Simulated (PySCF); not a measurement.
Constitutional and geometric isomers with formula CH10Si3. Gas-phase values, no solvent. One relaxed conformer stands for each flexible species; it need not be the lowest. Strings in code marks are SMILES.

These are PBE-D3(BJ)/def2-TZVP // B3LYP-D3(BJ)/def2-TZVP run with PySCF 2.14.0 values and carry that method's errors. 

| species | LUMO (eV) | HOMO (eV) |
|---|---|---|
| `C[SiH2][SiH2][SiH3]` (C–Si–Si–Si torsion 59°) | -0.96 | -6.71 |
| `C[SiH]([SiH3])[SiH3]` | -1.04 | -6.66 |
| `C([SiH3])[SiH2][SiH3]` (Si–C–Si–Si torsion 56°) | -0.93 | -6.98 |
| `[SiH3]C([SiH3])[SiH3]` | -0.87 | -7.56 |
